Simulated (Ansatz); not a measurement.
Ansatz (a program for electronic structure) job for FeO4, SMILES [O]=[Fe]1(=[O])[O][O]1, multiplicity 1, CAM-B3LYP/def2-SVPD. Geometry: TPSSh-D3(BJ)/def2-SVP. The spin state was assumed, not searched.

Ansatz 0.2 input:
```yaml
crystal:
  periodic: [false, false, false]
  atoms:
    - {symbol: Fe, position_ang: [-0.00000000, 0.00000000, 0.23634381]}
    - {symbol: O, position_ang: [0.68722925, -0.00000001, -1.38678910]}
    - {symbol: O, position_ang: [-0.68722925, 0.00000001, -1.38678911]}
    - {symbol: O, position_ang: [-0.00000000, -1.34027997, 1.00273040]}
    - {symbol: O, position_ang: [0.00000000, 1.34027996, 1.00273041]}
basis:
  gaussian:
    orbitals: def2-SVPD
hamiltonian:
  xc: {name: CAM-B3LYP}
```

Log of the run:

```
WARN ansatz: RAYON_NUM_THREADS=1 ignored (pool sized by the plan → 1); use --threads N
Functional definition: CAM-B3LYP
integrals: 0.07 GiB planned
1183 factors; their error is unknown
integrals: 0.10 GiB planned
315 factors; integrals over basis functions are off by at most 2.9e-5 eV
mean field: 0.67 GiB planned
mean field evaluation 1: about -42538.1523 eV, gradient 1.2e2 eV
mean field evaluation 2: about -42294.6808 eV, gradient 3.8e2 eV
mean field evaluation 4: about -42553.6432 eV, gradient 5.1e1 eV
mean field evaluation 8: about -42558.0579 eV, gradient 2.7e-1 eV
mean field evaluation 16: about -42558.2003 eV, gradient 4.0e-2 eV
mean field -42558.20025655 eV, -1563.9850124440 hartree, gradient 2.1e-5 eV, S^2 0.000000; 0 other end points of the search recorded, 0 dependent functions left out
reference -42558.20038454 eV, -1563.9850171477 hartree; 29, 29 occupied and 97, 97 virtual orbitals, 1183 factors
Total energy: -42558.20038454 eV, -1563.9850171477 hartree
```

The run converged.
